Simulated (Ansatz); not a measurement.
Ansatz (a program for electronic structure) job for Cs(I) cation (CsI), SMILES [I][Cs] (connectivity only; charge and spin as stated), charge +1, multiplicity 2, r2SCAN-D4/def2-TZVPD. 

Ansatz 0.2 input:
```yaml
crystal:
  periodic: [false, false, false]
  atoms:
    - {symbol: Cs, position_ang: [0.00000000, 0.00000000, -1.82879216]}
    - {symbol: I, position_ang: [0.00000000, 0.00000000, 1.89780319]}
basis:
  gaussian:
    orbitals: def2-TZVPD
hamiltonian:
  xc: r2scan
  dispersion: d4
total_charge: 1
magnetization: {spin_polarized: true, initial_magnetization: 1}
relax: {f_tol: 0.002, max_steps: 200}
```

It prints:

```
WARN ansatz: RAYON_NUM_THREADS=1 ignored (pool sized by the plan → 1); use --threads N
Functional definition: r2SCAN
integrals: 0.04 GiB planned
723 factors; their error is unknown
mean field: 0.35 GiB planned
mean field evaluation 1: about -8646.1680 eV, gradient 1.9e1 eV
mean field evaluation 2: about -8646.9213 eV, gradient 1.9e1 eV
mean field evaluation 4: about -8648.0784 eV, gradient 1.1e-1 eV
mean field evaluation 8: about -8648.0651 eV, gradient 2.2e-2 eV
mean field evaluation 16: about -8648.0651 eV, gradient 2.8e-5 eV
mean field evaluation 32: about -8648.0651 eV, gradient 1.6e-6 eV
mean field evaluation 64: about -8647.8204 eV, gradient 4.6e0 eV
mean field -8648.06513562 eV, -317.8105318650 hartree, gradient 2.5e-6 eV, S^2 0.754572; 6 other end points of the search recorded, 0 dependent functions left out
the calculation of the forces begins
reference -8648.06514814 eV, -317.8105323251 hartree; 17, 16 occupied and 74, 75 virtual orbitals, 723 factors
relax step   1: F+E_penalty+E_count = -8648.06905933 eV  Δ(F+E_penalty+E_count) = +0.000e0 eV  max|allowed force component| = 2.298e-1 eV/Å  Δτ_max = 0.0000 Å  (164 SCF iters, accepted)
these checks for a lower state are left out or cut short: starts, cluster_reference, orbital_swaps, neighbouring_geometries, increment
integrals: 0.04 GiB planned
723 factors; their error is unknown
mean field: 0.35 GiB planned
mean field -8648.07218153 eV, -317.8107907975 hartree, gradient 7.9e-6 eV, S^2 0.754574; 0 other end points of the search recorded, 0 dependent functions left out
the calculation of the forces begins
reference -8648.07219409 eV, -317.8107912588 hartree; 17, 16 occupied and 74, 75 virtual orbitals, 723 factors
relax step   2: F+E_penalty+E_count = -8648.07611863 eV  Δ(F+E_penalty+E_count) = -7.059e-3 eV  max|allowed force component| = 1.907e-1 eV/Å  Δτ_max = 0.0168 Å  (50 SCF iters, accepted)
these checks for a lower state are left out or cut short: starts, cluster_reference, orbital_swaps, neighbouring_geometries, increment
integrals: 0.04 GiB planned
723 factors; their error is unknown
mean field: 0.35 GiB planned
mean field -8648.09083583 eV, -317.8114763303 hartree, gradient 9.9e-6 eV, S^2 0.754582; 0 other end points of the search recorded, 0 dependent functions left out
the calculation of the forces begins
reference -8648.09084853 eV, -317.8114767970 hartree; 17, 16 occupied and 74, 75 virtual orbitals, 723 factors
relax step   3: F+E_penalty+E_count = -8648.09490179 eV  Δ(F+E_penalty+E_count) = -1.878e-2 eV  max|allowed force component| = 5.117e-2 eV/Å  Δτ_max = 0.0820 Å  (42 SCF iters, accepted)
these checks for a lower state are left out or cut short: starts, cluster_reference, orbital_swaps, neighbouring_geometries, increment
integrals: 0.04 GiB planned
723 factors; their error is unknown
mean field: 0.35 GiB planned
mean field evaluation 96: about -8648.0927 eV, gradient 1.3e-5 eV
mean field -8648.09273374 eV, -317.8115460773 hartree, gradient 8.9e-6 eV, S^2 0.754589; 0 other end points of the search recorded, 0 dependent functions left out
the calculation of the forces begins
reference -8648.09274655 eV, -317.8115465479 hartree; 17, 16 occupied and 74, 75 virtual orbitals, 723 factors
relax step   4: F+E_penalty+E_count = -8648.09703589 eV  Δ(F+E_penalty+E_count) = -2.134e-3 eV  max|allowed force component| = 1.228e-2 eV/Å  Δτ_max = 0.0633 Å  (48 SCF iters, accepted)
these checks for a lower state are left out or cut short: starts, cluster_reference, orbital_swaps, neighbouring_geometries, increment
integrals: 0.04 GiB planned
723 factors; their error is unknown
mean field: 0.35 GiB planned
mean field -8648.09299064 eV, -317.8115555182 hartree, gradient 8.2e-6 eV, S^2 0.754588; 0 other end points of the search recorded, 0 dependent functions left out
the calculation of the forces begins
reference -8648.09300342 eV, -317.8115559879 hartree; 17, 16 occupied and 74, 75 virtual orbitals, 723 factors
relax step   5: F+E_penalty+E_count = -8648.09721836 eV  Δ(F+E_penalty+E_count) = -1.825e-4 eV  max|allowed force component| = 5.591e-4 eV/Å  Δτ_max = 0.0153 Å  (49 SCF iters, accepted)
integrals: 0.04 GiB planned
723 factors; their error is unknown
mean field: 0.35 GiB planned
mean field evaluation 128: about -8646.2616 eV, gradient 1.9e1 eV
mean field evaluation 160: about -8647.8615 eV, gradient 2.5e-1 eV
mean field -8648.09299064 eV, -317.8115555182 hartree, gradient 8.3e-6 eV, S^2 0.754588; 8 other end points of the search recorded, 0 dependent functions left out
the calculation of the forces begins
reference -8648.09300342 eV, -317.8115559879 hartree; 17, 16 occupied and 74, 75 virtual orbitals, 723 factors
Total energy: -8648.09723114 eV, -317.8117113537 hartree
Atom 0 at    -0.000000    -0.000000    -1.975574 Å, force    -0.000000    -0.000000    -0.000559 eV/Å
Atom 1 at     0.000000     0.000000     2.044585 Å, force     0.000000     0.000000     0.000559 eV/Å
Dipole moment:    -0.000000    -0.000000    -1.620591 e Å
```

The calculation finished and met its thresholds.

Cost: about 40 core-seconds (a rough figure).
